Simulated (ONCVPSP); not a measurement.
What one change does to a pseudopotential (Pt, ONCV)

platinum (Pt), optimised norm-conserving Vanderbilt (ONCV), made with ONCVPSP 4.0.1 (PBE, fully relativistic). Core [Kr] 4d10, reference 4f14 5s2 5p6 5d9 6s1. Waves: 5s+6s: rc 1.75 bohr, ncon 3, nbas 8, qcut 7.2 1/bohr, 2 projectors; 5p: rc 1.70 bohr, ncon 4, nbas 8, qcut 6.2 1/bohr, 2 projectors, debl 2.6 Ha; 5d: rc 1.65 bohr, ncon 4, nbas 8, qcut 5.2 1/bohr, 2 projectors, debl 2 Ha; 4f: rc 0.60 bohr, ncon 3, nbas 8, qcut 34.2 1/bohr, 2 projectors, debl 4 Ha. Local part: polynomial inside 0.55 bohr (lpopt 5, dvloc0 0 Ha). Core correction: Teter function, fcfact 4, rcfact 1.25.

Open shells are filled in proportion to 2j + 1.

Change: scalar-relativistic.

Cutoffs: the cutoffs (Ha) at which the residual kinetic energy of the hardest occupied pseudo-wave falls to 1 and 0.1 mHa per electron; they do not see the model core or the augmentation charge, which bear on the density cutoff. Errors are all-electron minus pseudo energies relative to the spin-unpolarised reference configuration.

Question: What does the change do?

Answer: The potential gets neither clearly harder nor softer (421 Ha and 467 Ha → 421 Ha and 467 Ha); both files keep a bound ghost (p, s); the number of tests with a reliable result goes from 3 to 4; of the 3 tests that both files solve, the error grows in 3 and shrinks in 0 by more than 15 % and 0.3 meV (median size 1.9 → 7.2 meV).

| quantity | base | changed |
| --- | --- | --- |
| cutoff, loose | 421 Ha | 421 Ha |
| cutoff, tight | 467 Ha | 467 Ha |
| loose cutoff by channel | s 16 Ha, p 16 Ha, d 50 Ha, f 421 Ha | s 16 Ha, p 14 Ha, d 45 Ha, f 421 Ha |
| bound ghosts | s, p3/2, p1/2 | s, p |
| GHOST(+) flags under 300 eV | s at 137.5 eV, d5/2 at 270.8 eV | s at 137.7 eV |
| tests with a reliable result | 3 of 4 | 4 of 4 |
| error for 4f14 5s2 5p6 5d9 6s0, meV [ΔE 9.21 → 9.19 eV] | -1.9 | -5.6 |
| error for 4f14 5s2 5p6 5d8 6s0, meV [ΔE 29.19 → 29.16 eV] | -0.7 | -7.2 |
| error for 4f14 5s2 5p6 5d7 6s0, meV [ΔE 61.41 → 61.38 eV] | +3.4 | -11 |
| s: phases at 1.78 bohr within 0.05 rad from the reference energy up to (Ha; the scan ends near 5) | 4.2 | 4.2 |
| rms error of d²Exc/dni dnj with the model core, mHa | 5.05 | 3.76 |

 A true bound ghost makes a file unfit for plane-wave use even where its test errors are small: the radial tests pick states by their node count and pass the ghost by.
